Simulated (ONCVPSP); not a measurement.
Before and after: ONCV potential for phosphorus (P)

```json
{"Element": "P (Z = 15)", "Generator": "ONCVPSP 4.0.1", "Type": "optimised norm-conserving Vanderbilt (ONCV)", "Functional": "PBEsol", "Relativity": "scalar-relativistic", "Frozen core": "[Ne]", "Valence charge": "5", "Reference configuration": "3s2 3p2 (charge +1)", "Partial waves": "3s: rc 1.40 bohr, ncon 3, nbas 6, qcut 4 1/bohr, 1 projector; 3p: rc 1.40 bohr, ncon 3, nbas 8, qcut 6.8 1/bohr, 1 projector", "Local potential": "polynomial inside 0.90 bohr (lpopt 5, dvloc0 4 Ha)", "Core correction": "none"}
```

Change: s: qcut 4.5; p: qcut 7.7.

Cutoffs: the cutoffs (Ha) at which the residual kinetic energy of the hardest occupied pseudo-wave falls to 1 and 0.1 mHa per electron; they do not see the model core or the augmentation charge, which bear on the density cutoff. Errors are all-electron minus pseudo energies relative to the spin-unpolarised reference configuration.

**Question.** How do hardness, ghosts and transferability respond?

**Answer.** The potential gets softer (17 Ha and 41 Ha → 10 Ha and 32 Ha); of the 4 tests that both files solve, the error grows in 0 and shrinks in 3 by more than 15 % and 0.3 meV (median size 8.3 → 7.0 meV); neither file shows a bound ghost.

| quantity | base | changed |
| --- | --- | --- |
| cutoff, loose | 17 Ha | 10 Ha |
| cutoff, tight | 41 Ha | 32 Ha |
| loose cutoff by channel | s 17 Ha, p 5.0 Ha | s 10 Ha, p 4.9 Ha |
| bound ghosts | none | none |
| GHOST(+) flags under 300 eV | s at 32.9 eV | s at 35.2 eV |
| error for 3s2 3p3, meV [ΔE -9.70 eV] | +5.6 | +4.9 |
| error for 3s2 3p1, meV [ΔE 19.11 eV] | +11 | +9.1 |
| error for 3s2 3p0, meV [ΔE 48.82 eV] | +75 | +60 |
| error for 3s0 3p5, meV [ΔE 7.45 eV] | +2.1 | 0.0 |
| s: phases at 1.42 bohr within 0.05 rad from the reference energy up to (Ha; the scan ends near 5) | 0.3 | 0.4 |
| p: phases at 1.42 bohr within 0.05 rad from the reference energy up to (Ha; the scan ends near 5) | 1.5 | 1.5 |
